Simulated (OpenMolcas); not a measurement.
Co2+ in a ligand field

Co2+ with 6 ligands (fluoride) in octahedral coordination (Oh) at 2.06 Å. A charge of +0.667 e stands 2.8 Å behind each ligand. Ligand basis ANO-RCC-VDZP.

- Program: OpenMolcas 26.06
- Method: CASSCF
- Basis: ANO-RCC-VDZP [5s4p2d1f]
- Scalar Hamiltonian: DKH2, point nucleus
- Active space: 7 electrons in 5 orbitals (3d)
- State averaging: 2S+1 = 4 even, 10 roots; 2S+1 = 2 even, 40 roots
- Spin-orbit coupling: RASSI with atomic mean-field integrals over the reference wave functions

The lowest spin-free states (labels of O, the rotations of Oh), above the lowest:

```tsv
State	Degeneracy	E (cm-1)	Free-ion L (%)
4T1	3	0.0	F (99)
4T2	3	5053	F (100)
4A2	1	11090	F (100)
2E	2	16262	G (64)
2T1	3	20103	G (77)
2T2	3	20205	G (89)
4T1	3	22445	P (99)
2A1	1	23318	G (100)
2T1	3	25771	P (67)
2T2	3	27868	H (71)
2T1	3	28175	H (83)
2E	2	30044	H (73)
2E	2	32735	D (63)
2T2	3	32847	D (72)
2T1	3	32897	H (64)
2T2	3	46225	F (97)
2T1	3	46694	F (96)
2A2	1	47516	F (100)
2T2	3	71265	D (97)
2E	2	71276	D (100)
```

The lowest levels with spin-orbit coupling:

```csv
E (cm-1),Degeneracy,Label,2S+1,g
0.0,2,Γ6,4,4.51 4.51 4.51
356.6,4,Γ8,4,
949.0,4,Γ8,4,
1063,2,Γ7,4,0.78 0.78 0.78
5620,2,Γ6,4,2.55 2.55 2.55
5689,4,Γ8,4,
5780,4,Γ8,4,
5973,2,Γ7,4,2.73 2.73 2.73
11835,4,Γ8,4,
16897,4,Γ8,2,
20390,4,Γ8,2,
21022,4,Γ8,2,
21057,2,Γ6,2,0.48 0.48 0.48
21248,2,Γ7,2,1.80 1.80 1.80
22860,2,Γ7,4,2.59 2.59 2.59
22864,4,Γ8,4,
23054,4,Γ8,4,
23477,2,Γ6,4,2.66 2.66 2.66
23948,2,Γ6,2,1.87 1.87 1.87
26421,4,Γ8,2,
```

Powder χT (cm3 K/mol): 1.93 at 2 K, 2.01 at 10 K, 2.42 at 50 K, 2.91 at 100 K, 3.5 at 200 K, 3.68 at 300 K. The effective moment at 300 K is 2.828 √(χT) = 5.43 μB.

The lowest level has 2S+1 = 4, for which the spin-only value is χT = S(S+1) / 2 = 1.875 cm3 K/mol (g = 2). The computed 3.683 at 300 K differs by +1.808, through orbital momentum, spin-orbit coupling and any other state in reach. With a threefold ground state the orbital momentum is unquenched, so the spin-only value is not expected to hold.

Metal share of the active 3d orbitals (Löwdin): 96, 96, 99, 99, 99 %; Mulliken charge of the metal 1.67.

A least-squares ligand-field fit to the states below 45000 cm-1, each weighted by its degeneracy and with a free common offset, gives 10Dq = 5749 cm-1, B = 1221 cm-1 and C = 4496 cm-1 (C/B = 3.68), with an rms deviation of 91 cm-1.

The same method and metal basis give the free ion B = 1230 cm-1 (fit to its terms below 60000 cm-1, rms deviation 20 cm-1), so the nephelauxetic ratio is β = 1221 / 1230 = 0.99; it hangs on how both fits weigh the states, and computed free-ion B values tend to be too large, so β mixes covalency with correlation.

An orbital triplet at a regular site is open to Jahn-Teller coupling, which can distort the site and quench the lowest spin-orbit gaps and is left out. Without dynamic correlation the repulsion within the d shell is too large (B by tens of per cent), so at a given field states of lower spin stand too high. Ligand-to-metal charge-transfer states are missing. With no ligand orbital active B as a rule stays too high, so bands that hang on it stand too high and its fall with covalency is understated. With metal d orbitals alone and no dynamic correlation the field as a rule comes out too small, by tens of per cent, by up to half for chloride and softer ligands, and with too little covalency χT stands high. No measured value stands beside these numbers; the geometry is a model, was not optimised and need not be the one that this ion takes.

The RASSCF and RASSI steps took 16 s on 1 thread of Arm Neoverse V2, with other jobs on the host; the integral step is not counted.
